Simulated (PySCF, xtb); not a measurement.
ZrO₂, SMILES [O]=[Zr]=[O], multiplicity 1.

GFN2-xTB run with xtb at its own geometry gives an orbital gap of 2.07 eV and a dipole moment of 9.82 D.

Geometry optimised at B3LYP-D3(BJ)/def2-TZVP. The multiplicity is an assumed one; other spin states were not compared. The isomer is the one that the SMILES or the coordinates give; other isomers of the formula were not compared. The def2 effective core potentials stand for the cores of Zr; spin–orbit coupling is left out.

### Question
What does HF/def2-TZVPD in PySCF give? (The exact figures need the calculation; the answer reports its results.)

### Answer
gap 9.23 eV (levels -10.47 and -1.24 eV), dipole 9.48 D.
